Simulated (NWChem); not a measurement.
## Total energies of Tl

```
Tl
```
Charge 0, spin multiplicity 2.

All runs are NWChem calculations.

Basis set: def2-SVP (26 functions).

```csv
method,total energy (Ha)
UHF,-171.51340
UMP2,-171.56519
UB2PLYP,-172.18170
UPBE,-172.52998
UB3LYP,-172.56293
UM06-2X,-172.38038
```

Total energies of different functionals aren't comparable as a measure of quality: only differences taken within one method are. 

Effective core potentials replace the inner electrons of Tl; spin-orbit coupling is left out. The correlated methods keep 4 core orbitals frozen. B3LYP has NWChem's definition, with VWN1-RPA local correlation. No SCF solution was tested for a lower state. Open-shell Hartree-Fock references start from PBE0 orbitals.
